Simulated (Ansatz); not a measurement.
Cost and result up the ladder for BCl2Br (BBrCl2) (4 atoms). Total charge 0; singlet. Geometry: B3LYP-D4/def2-SVP.

Cartesian coordinates in Å:
```
B 0.004 0.015 -0.038
Cl -1.423 0.244 -1.024
Cl 1.582 0.407 -0.681
Br -0.163 -0.665 1.743
```

Ansatz on 2 threads of Arm Neoverse V1 on a shared host. Times are rough, and most runs start from the orbitals of an earlier one. PBE0-D4/def2-TZVP serves as the yardstick here, not as an exact answer. Differences are given only for rows in sets of like size (and for xTB, whose basis is part of the method), since another set adds its own error. Binding counts from free atoms at the same level (B doublet, Cl doublet, Br doublet; other spins of the atoms weren't run), without zero-point energy or a counterpoise term.

The 6-31G sets use Cartesian d functions. B3LYP takes the VWN-RPA correlation. HSE06 is defined as in plane-wave codes, on full-range PBE exchange. Correlated methods freeze 20 core orbitals; core or outer-core shells of Br are correlated, in sets that lack core-valence functions.

Correlated methods converge slowly with the basis.

```json
{"level": "HSE06-D4/def2-TZVP", "functions": "153", "binding energy per atom (eV)": "3.43", "difference from PBE0-D4/def2-TZVP (eV)": "0.00"}
{"level": "r2SCAN-D4/def2-TZVP", "functions": "153", "binding energy per atom (eV)": "3.45", "difference from PBE0-D4/def2-TZVP (eV)": "0.02"}
{"level": "CCSD(T)/def2-TZVPP", "functions": "163", "binding energy per atom (eV)": "3.24", "difference from PBE0-D4/def2-TZVP (eV)": "-0.19"}
{"level": "PBE-QIDH/def2-TZVP", "functions": "153", "binding energy per atom (eV)": "3.41", "difference from PBE0-D4/def2-TZVP (eV)": "-0.02"}
{"level": "PBE0-D4/def2-TZVP (with forces)", "functions": "153", "binding energy per atom (eV)": "3.43", "difference from PBE0-D4/def2-TZVP (eV)": "0.00"}
{"level": "HF/6-31G", "functions": "64", "binding energy per atom (eV)": "2.05", "difference from PBE0-D4/def2-TZVP (eV)": "–"}
{"level": "B97M-V/def2-TZVP", "functions": "153", "binding energy per atom (eV)": "3.43", "difference from PBE0-D4/def2-TZVP (eV)": "0.00"}
{"level": "BHLYP-D4/def2-TZVP", "functions": "153", "binding energy per atom (eV)": "3.19", "difference from PBE0-D4/def2-TZVP (eV)": "-0.24"}
{"level": "RPA@PBE/def2-TZVP", "functions": "153", "binding energy per atom (eV)": "2.93", "difference from PBE0-D4/def2-TZVP (eV)": "-0.50"}
{"level": "PBE0-D4/def2-SVP", "functions": "82", "binding energy per atom (eV)": "3.50", "difference from PBE0-D4/def2-TZVP (eV)": "–"}
{"level": "B3LYP-D4/def2-TZVP", "functions": "153", "binding energy per atom (eV)": "3.30", "difference from PBE0-D4/def2-TZVP (eV)": "-0.13"}
{"level": "HF/def2-TZVP", "functions": "153", "binding energy per atom (eV)": "2.49", "difference from PBE0-D4/def2-TZVP (eV)": "-0.95"}
{"level": "PBE-D4/def2-TZVP", "functions": "153", "binding energy per atom (eV)": "3.51", "difference from PBE0-D4/def2-TZVP (eV)": "0.08"}
{"level": "B3LYP-D4/6-31G", "functions": "64", "binding energy per atom (eV)": "2.97", "difference from PBE0-D4/def2-TZVP (eV)": "–"}
```

**Question.** Estimate how long each takes.

**Answer.** HF/6-31G 0.55 s; B3LYP-D4/6-31G 1.1 s; PBE0-D4/def2-SVP 1.5 s; PBE-D4/def2-TZVP 1.9 s; HF/def2-TZVP 2.1 s; HSE06-D4/def2-TZVP 3 s; B3LYP-D4/def2-TZVP 3.3 s; BHLYP-D4/def2-TZVP 3.3 s; PBE0-D4/def2-TZVP (with forces) 4 s; RPA@PBE/def2-TZVP 4.2 s; r2SCAN-D4/def2-TZVP 4.8 s; PBE-QIDH/def2-TZVP 6.5 s; B97M-V/def2-TZVP 8.5 s; CCSD(T)/def2-TZVPP 57 s. On shared hardware such times vary by a factor of up to 3.
